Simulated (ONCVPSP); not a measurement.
Before and after: ONCV potential for lead (Pb)

ONCVPSP 4.0.1 input, shortened (lines: element, Z, core and valence counts, functional; n l f; lmax; l rc ep ncon nbas qcut; lloc lpopt rc5 dvloc0; l nproj debl; icmod fcfact rcfact), BLYP, fully relativistic:

```
  Pb 82.00   12    3  -106131      upf
    1    0    2.00
    2    0    2.00
    2    1    6.00
    3    0    2.00
    3    1    6.00
    3    2   10.00
    4    0    2.00
    4    1    6.00
    4    2   10.00
    4    3   14.00
    5    0    2.00
    5    1    6.00
    5    2   10.00
    6    0    2.00
    6    1    1.50
    2
    0    1.70    0.00    3    7    3.30
    1    1.95    0.00    5    9    4.30
    2    1.50    0.00    4    8   11.30
    4    5    1.00   -1.00
    0    2    0.40
    1    3    1.40
    2    1    2.50
    3    3.50    1.55
```

Open shells are filled in proportion to 2j + 1.

In the s channel the program set the typed energies aside and used -0.564, 0.250 Ha.

Change: core [Xe] 4f14 5d10, valence charge 4; reference 6s1 6p3; waves now 6s: rc 1.80 bohr, ncon 4, nbas 8, qcut 3 1/bohr, 2 projectors, debl 2.6 Ha; 6p: rc 2.30 bohr, ncon 4, nbas 8, qcut 3.4 1/bohr, 2 projectors, debl 0.9 Ha; local potential polynomial inside 1.40 bohr (lpopt 2, dvloc0 -1 Ha).

Cutoffs: the cutoffs (Ha) at which the residual kinetic energy of the hardest occupied pseudo-wave falls to 1 and 0.1 mHa per electron; they do not see the model core or the augmentation charge, which bear on the density cutoff. Errors are all-electron minus pseudo energies relative to the spin-unpolarised reference configuration.

**Question.** What does the change do?

**Answer.** The potential gets softer (59 Ha and 70 Ha → 12 Ha and 36 Ha); the bound ghost in p, s disappears; the lowest positive-energy flag moves from none to s at 31.1 eV. The shells moved into the core no longer need plane waves of their own. Several settings change at once here, so the effects cannot be laid on one of them.

| quantity | base | changed |
| --- | --- | --- |
| cutoff, loose | 59 Ha | 12 Ha |
| cutoff, tight | 70 Ha | 36 Ha |
| bound ghosts | s, p3/2, p1/2 | none |
| GHOST(+) flags under 300 eV | none | s at 31.1 eV, p3/2 at 43.1 eV, p1/2 at 71.1 eV |
| largest error over its own tests, meV | -129 | -123 |
| rms error of d²Exc/dni dnj with the model core, mHa | 2.83 | 5.58 |

Changed file: The cutoffs count occupied waves only; projector 2 of the s channel, the hardest unoccupied one, needs 62 Ha at the loose tolerance. A true bound ghost makes a file unfit for plane-wave use even where its test errors are small: the radial tests pick states by their node count and pass the ghost by.
